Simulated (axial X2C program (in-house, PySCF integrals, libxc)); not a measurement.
## Low determinants of FeC at the PBE0 level, two-component

Computed with an in-house relativistic program for diatomic molecules. Two-component (2c) means X2C with spin–orbit coupling and atomic mean-field two-electron Coulomb and Gaunt terms. Basis: Fe dyall-cv3z [9s10p6d3f2g], C dyall-v3z [7s6p2d1f] (cores contracted in-house); Gaussian nuclei, density fitting, unrestricted open shells. Masses: Fe 55.935 u, C 12.000 u.

Search at 1.707 Å (vertical energies from the lowest determinant):

```json
{"ΔE (eV)": "0.00", "state": "Ω = 3", "electrons beyond evenly filled partner blocks": "ω = 1/2, ω = 5/2", "electrons in ±ω = 1/2, 3/2, 5/2, 7/2": "23 8 1 0"}
{"ΔE (eV)": "0.09", "state": "Ω = 1", "electrons beyond evenly filled partner blocks": "ω = -1/2, ω = 3/2", "electrons in ±ω = 1/2, 3/2, 5/2, 7/2": "23 7 2 0"}
{"ΔE (eV)": "0.12", "state": "Ω = 1", "electrons beyond evenly filled partner blocks": "ω = -3/2, ω = 5/2", "electrons in ±ω = 1/2, 3/2, 5/2, 7/2": "24 7 1 0"}
{"ΔE (eV)": "0.78", "state": "Ω = 2", "electrons beyond evenly filled partner blocks": "2 × ω = 1/2, ω = -3/2, ω = 5/2", "electrons in ±ω = 1/2, 3/2, 5/2, 7/2": "24 7 1 0"}
{"ΔE (eV)": "0.82", "state": "Ω = 0", "electrons beyond evenly filled partner blocks": "ω = 1/2, 2 × ω = -3/2, ω = 5/2", "electrons in ±ω = 1/2, 3/2, 5/2, 7/2": "23 8 1 0"}
{"ΔE (eV)": "1.23", "state": "Ω = 1", "electrons beyond evenly filled partner blocks": "ω = 1/2, 2 × ω = 3/2, ω = -5/2", "electrons in ±ω = 1/2, 3/2, 5/2, 7/2": "23 8 1 0"}
{"ΔE (eV)": "1.53", "state": "Ω = 2", "electrons beyond evenly filled partner blocks": "ω = -1/2, ω = 5/2", "electrons in ±ω = 1/2, 3/2, 5/2, 7/2": "23 8 1 0"}
```

Lowest determinant, Ω = 3 (⟨Sz⟩ = 1.00, ⟨Lz⟩ = 2.00 at PBE0): Re = 1.666 Å, ωe = 535.7 cm⁻¹.

The determinant in row 2 of the search, Ω = 1 (⟨Sz⟩ = -1.00, ⟨Lz⟩ = 2.00 at PBE0), was followed along the bond at PBE0; measured from the minimum of the lowest determinant it gives:

Te = 0.092 eV (745 cm⁻¹), Re = 1.666 Å, ωe = 536.3 cm⁻¹.

(1) Compare the bond of the determinant in row 2 with that of the lowest one.

The search compares states at one distance, so a state with another bond length can lie lower; it is not exhaustive and yields mostly the lowest determinant of each block pattern, so other components and higher states of one pattern are missing. These are energies of single determinants, not of spin-adapted states; PBE0 term energies can be off by some tenths of an eV, and the functional has no current term. Open-shell Ω = 0 determinants with evenly filled partner blocks cannot be reached by this program, so the Ω shown need not be the lowest component. The lowest determinant need not be the ground state where others lie within half an eV.

## Answers

(1) At PBE0 its Re is the same within 0.001 Å and its force constant, which goes as ωe², is 1.00 times that of the lowest determinant. T0 ≈ Te + Δωe/2 = 745 + (0) = 745 cm⁻¹.
